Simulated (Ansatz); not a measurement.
Ansatz results at the PBE0-D4/def2-TZVP geometry: HOMO–LUMO gap (PBE/def2-TZVPP) 3.31 eV; size of the dipole moment (PBE/def2-TZVPP) 3.65 D; HOMO energy (PBE/def2-TZVPP) -6.86 eV.

Each molecule was computed in one conformer, which needn't be the lowest.

(1) Which molecule gave them?
A. `[OH][Mo]([OH])([Cl])([Cl])([Cl])[Cl]`
B. `C[N]=[Mo](=[O])([Cl])[Cl]`
C. `[NH]=[Mo](=[NH])([OH])[OH]`
D. `C[O][Mo](=[O])([Cl])([O]C)[O]C`

Results:

(1) D. The others give `[OH][Mo]([OH])([Cl])([Cl])([Cl])[Cl]`: 1.74, 2.12, -7.32; `C[N]=[Mo](=[O])([Cl])[Cl]`: 3.42, 2.98, -6.96; `[NH]=[Mo](=[NH])([OH])[OH]`: 4.36, 1.33, -6.38.
